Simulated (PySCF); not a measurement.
**Where the electron goes**

Compound: C5H8NPSi.
SMILES with atom numbers: `[CH:1]#[C:2][C:3](=[CH2:4])/[CH:5]=[N:6]\[SiH2:7][PH2:8]` (hydrogens: H9 on C1; H10, H11 on C4; H12 on C5; H13, H14 on Si7; H15, H16 on P8)

Structure used (GFN2-xTB), in Å, numbered top down from 1:
```xyz
16
C5H8NPSi angstrom
C     -3.2465    2.1965   -0.7023
C     -2.2679    1.6013   -0.3426
C     -1.0949    0.8994    0.0339
C     -0.8078    0.6337    1.3123
C     -0.1960    0.5502   -1.0765
N      0.6035   -0.4149   -1.1537
Si     1.1095   -1.7534   -0.2237
P      2.8385   -1.0067    1.0095
H     -4.1083    2.7158   -0.9993
H      0.1159    0.1510    1.5854
H     -1.4645    0.9309    2.1123
H     -0.2555    1.2247   -1.9347
H      1.4957   -2.7121   -1.2597
H      0.1957   -2.3713    0.7488
H      3.5477   -2.1883    0.9276
H      3.5273   -0.4480   -0.0488
```

The calculation used TDDFT wB97X-D/def2-SVPD, vertical, gas phase, core orbitals frozen in the response (PySCF).

Kohn–Sham orbitals with the atoms that hold most of them (Löwdin shares over 4%, at most four atoms; ? is withheld):

```
orbital  ε (eV)                           atoms
 LUMO+2    1.91  Si7 24%, P8 16%, H15 8%, C5 7%
 LUMO+1    1.39  C5 16%, C1 12%, N6 11%, C2 11%
   LUMO   -0.43  C4 25%, C5 16%, C3 16%, N6 16%
   HOMO       ?                               ?
 HOMO-1   -9.10                               ?
 HOMO-2   -9.49  P8 24%, C1 16%, C2 13%, C4 12%
 HOMO-3  -10.50           C2 40%, C1 40%, C3 4%
```

Task: Which atoms hold the HOMO, and with what shares?

Result: N6 (bonded to C and Si) 39%; P8 (bonded to Si and 2 H) 14%; Si7 (bonded to N, P and 2 H) 12%; C5 (bonded to C, N and H) 10%.

Task: Which atoms hold the HOMO-1, and with what shares?

Result: P8 (bonded to Si and 2 H) 25%; N6 (bonded to C and Si) 18%; C4 (bonded to C and 2 H) 12%; C3 (bonded to 3 C) 9%. By element: phosphorus 25%, carbon 20% or more, nitrogen 18%.

Task: What is the HOMO energy, and the HOMO–LUMO gap?

Result: ε(HOMO) = -8.97 eV; the gap is 8.54 eV (0.3139 hartree).

Task: How does S1 compare with the orbital gap of 8.54 eV?

Result: S1 is at 3.52 eV (f = 0.0006), 5.02 eV below the gap, made of HOMO→LUMO (68%), HOMO-1→LUMO (18%). 

Next come S2 at 4.93 eV (f 0.046), HOMO-1→LUMO (72%), HOMO→LUMO (14%), HOMO-2→LUMO (9%); S3 at 5.34 eV (f 0.027), HOMO-3→LUMO (59%), HOMO-2→LUMO (11%), HOMO→LUMO+1 (9%); S4 at 5.39 eV (f 0.118), HOMO-2→LUMO (69%), HOMO-3→LUMO (11%); S5 at 5.94 eV (f 0.0051), HOMO→LUMO+1 (49%), HOMO-1→LUMO+1 (24%), HOMO-3→LUMO (13%).

The run took 1.8 min on one thread of an Arm Neoverse N1, on a shared host, and the process peaked at 0.99 GiB of memory.

One conformer stands for the species.
